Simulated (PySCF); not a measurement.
Isomers of C6H16N3P. Method: PySCF 2.14.0, PBE0-D3(BJ)/def2-SVP geometry optimisation, gas phase. Energies are electronic, without zero-point or thermal terms, for one conformer each. No frequencies were run at this level. Point groups hold within 0.08 Å.

Problem. Rank from lowest to highest electronic energy at this level (kcal/mol).
A. `[CH3:1][N:2]([CH3:3])[P:4]([NH2:5])[N:6]1[CH2:7][CH2:8][CH2:9][CH2:10]1` with C1–N2–P4–N5 113°, N2–P4–N5–H -93° and 46°, N2–P4–N6–C7 66°, P4–N6–C7–C8 93°, N6–C7–C8–C9 21°, C7–C8–C9–C10 2°, C8–C9–C10–N6 -25°
B. `[CH3:1][N:2]([CH3:3])[P:4]1[N:5]([CH3:6])[CH2:7][CH2:8][N:9]1[CH3:10]` with C1–N2–P4–N5 39°, N2–P4–N5–C6 94°, P4–N5–C7–C8 30°, N5–C7–C8–N9 -38°, C7–C8–N9–C10 -178°

Solution. A (0.0), B (5.9).

As drawn, the lower has an N–H bond, which the higher lacks.

```
          SMILES      E (Eh)  E rel (kcal/mol)  dipole (D)  point group       A, B, C (MHz)
CN(C)P(N)N1CCCC1  -742.91092               0.0        1.21           C1  1919, 813.7, 708.2
CN(C)P1N(C)CCN1C  -742.90147               5.9        1.26           C1   1390, 1125, 807.5
```

Problem. How do the relative energies change in single points at PBE0/pcSseg-1 (no added dispersion term) on the same geometries?

Solution. 
```json
{"SMILES": "CN(C)P(N)N1CCCC1", "PBE0-D3(BJ)/def2-SVP (kcal/mol)": "0.0", "PBE0/pcSseg-1 (kcal/mol)": "0.0", "shift": "0.0"}
{"SMILES": "CN(C)P1N(C)CCN1C", "PBE0-D3(BJ)/def2-SVP (kcal/mol)": "5.9", "PBE0/pcSseg-1 (kcal/mol)": "6.9", "shift": "+1.0"}
```

Each column counts from its own lowest isomer. The order is unchanged; the largest shift is 1.0 kcal/mol.
